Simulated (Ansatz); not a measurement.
System: sum formula SiBr2Cl (charge 0, doublet). It need not be the lowest isomer of its formula. 
Coordinates optimised at B3LYP-D3(BJ)/def2-TZVP (Ansatz, a quantum-chemistry and plane-wave program):
SMILES: Cl[Si](Br)Br
```xyz
4

Cl    -0.5627     2.2697    -0.1260
Si    -0.0996     0.4023     0.6120
Br     1.9361    -0.1905    -0.0920
Br    -1.6229    -1.0728    -0.0916
```
Charge 0, spin multiplicity 2.

Property: atomisation energy (electronic, to ground-state atoms), in kJ/mol. Correlated levels leave the core frozen unless marked. Open shells are spin-unrestricted. No spin-orbit coupling. Frozen are the shells of the preceding noble gas and the d and f shells that filled before the atom's block. Non-relativistic. The coupled-cluster limit lacks core correlation, which all-electron functionals hold. CBS(X,Y): correlation extrapolated as X^-3; Hartree-Fock from the larger set.

```
level          program  atomisation energy (kJ/mol)
-------------  -------  ---------------------------
HF/def2-QZVPP   Ansatz                        738.4
```

### Question
What does CCSD(T)/CBS(def2-TZVPP,def2-QZVPP) (Ansatz) give?

### Answer
1041.0 kJ/mol, so HF/def2-QZVPP differs from it by -302.6 kJ/mol.
